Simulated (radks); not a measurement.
Values are calculated unless marked as measured or tabulated.
Species: Ce15+. Configuration: [Kr] 4d7.

Code: a radial shooting solver on a logarithmic mesh with Libxc functionals. Model: non-relativistic Kohn-Sham, PBE, spin-polarised, spherical densities, point nucleus; open shells are filled with parallel spins first (spin-orbit coupling, left out, can overturn this in heavy ions); relativity is left out, which matters for an element this heavy.

Energy parts (Ry):
total: -16985.9608
kinetic: 16981.4099
electron-nucleus: -39224.1794
Hartree: 5639.7093
exchange-correlation: -382.9006

Orbitals (lengths in bohr, moments of r in powers of bohr; <r^-3> diverges for s and p1/2; r(max) is where P^2 peaks):
| orbital | occ. | eigenvalue (Ry) | <r> | <r^-3> | r(max) | <r^4> |
|---|---|---|---|---|---|---|
| 1s up | 1 | -2838.203 | 0.02618 | - | 0.01735 | 2.122e-06 |
| 1s down | 1 | -2838.202 | 0.02618 | - | 0.01735 | 2.122e-06 |
| 2s up | 1 | -460.8139 | 0.1121 | - | 0.09545 | 0.0003672 |
| 2s down | 1 | -460.6843 | 0.1121 | - | 0.09544 | 0.0003672 |
| 2p up | 3 | -437.1168 | 0.09526 | 6533 | 0.07446 | 0.0002365 |
| 2p down | 3 | -437.0196 | 0.09525 | 6535 | 0.07445 | 0.0002365 |
| 3s up | 1 | -116.6670 | 0.2928 | - | 0.2685 | 0.01432 |
| 3s down | 1 | -116.6063 | 0.2926 | - | 0.2685 | 0.01428 |
| 3p up | 3 | -106.4485 | 0.2825 | 1285 | 0.2553 | 0.01337 |
| 3p down | 3 | -106.3814 | 0.2824 | 1285 | 0.2553 | 0.01332 |
| 3d up | 5 | -87.47571 | 0.2531 | 214.5 | 0.2057 | 0.01012 |
| 3d down | 5 | -87.37206 | 0.2531 | 214.5 | 0.2058 | 0.01009 |
| 4s up | 1 | -39.93597 | 0.6448 | - | 0.6111 | 0.3085 |
| 4s down | 1 | -39.59771 | 0.6453 | - | 0.6110 | 0.3102 |
| 4p up | 3 | -36.00688 | 0.6574 | 304.2 | 0.6182 | 0.3440 |
| 4p down | 3 | -35.67191 | 0.6582 | 303.4 | 0.6181 | 0.3466 |
| 4d up | 5 | -29.06088 | 0.6825 | 44.89 | 0.6266 | 0.4301 |
| 4d down | 2 | -28.73342 | 0.6841 | 44.76 | 0.6268 | 0.4357 |

The highest occupied level is 4d down at -390.94 eV. Summed over all electrons, <r^2> = 9.205 bohr^2, which gives a Langevin (diamagnetic) susceptibility term of -7.29 x 10^-6 cm^3/mol. The spin density at the nucleus is -1.618 e/bohr^3 (1s -0.157, 2s -1.601, 3s -0.578, 4s 0.717). The density falls to 0.001 e/bohr^3 at r = 1.75 bohr. For comparison, the ionisation energy in NIST's Atomic Spectra Database is 403 eV (theoretical). In exact Kohn-Sham theory the highest level is minus the ionisation energy, but local and semilocal functionals leave it too shallow, through self-interaction and a potential that decays too fast; potentials with the right tail come closer. Virial ratio -V/T = 2.00027.
